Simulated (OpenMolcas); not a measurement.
An atom or ion with 5 electrons was computed by SS-CASPT2, IPEA 0.25 Eh, imaginary shift 0.1 Eh with spin-orbit coupling (OpenMolcas, ANO-RCC-VTZP, DKH2). The lowest levels that the run gave, each within 12 % of the measured value where one is at hand:

```
  J  Parity  E (cm⁻¹)      g
1/2     odd       0.0  0.666
3/2     odd      1292  1.334
1/2    even     99610  2.670
3/2    even    100060  1.735
5/2    even    100790  1.601
3/2    even    179720  0.800
5/2    even    179730  1.200
1/2    even    232020  2.000
1/2    even    250920  0.668
3/2    even    251780  1.334
```

Q: Which ion is it, and what are the configurations and terms?

A: Ne VI (Z = 10, charge +5; active space 3 electrons in 8 orbitals (2s 2p 3s 3p)). J, parity and g give the terms where levels are pure, and mixed ones are named by the computed weights; the size of the splittings, set against known spectra of the 5-electron sequence, gives the charge. In order, with the measured energies in cm⁻¹ (NIST levels in Podobedova, Fuhr, Reader and Wiese, J. Phys. Chem. Ref. Data 33, 525 (2004)): 2s² 2p ²P°_1/2, 2s² 2p ²P°_3/2 (1310), 2s 2p² ⁴P_1/2, 2s 2p² ⁴P_3/2, 2s 2p² ⁴P_5/2, 2s 2p² ²D_3/2 (179021), 2s 2p² ²D_5/2 (178992), 2s 2p² ²S_1/2 (230853), 2s 2p² ²P_1/2 (249292), 2s 2p² ²P_3/2 (250112).

CASPT2 does not keep the components of a term degenerate, so their means are used; among the terms shown or strongly mixed into the levels shown the widest spread is 11 cm-1 (2s 2p² ²P). Active for correlation alone: 3p 3s; no level in the range computed is led by a configuration that fills them, so any true level of that kind is missing. Computed and measured levels are paired by configuration, term and J; levels that our copy of the source lacks, or whose pairing is in doubt (as where it misses far off the trend of its configuration), stay unpaired and out of the deviations. Only configurations of the active space appear.

° marks odd parity.
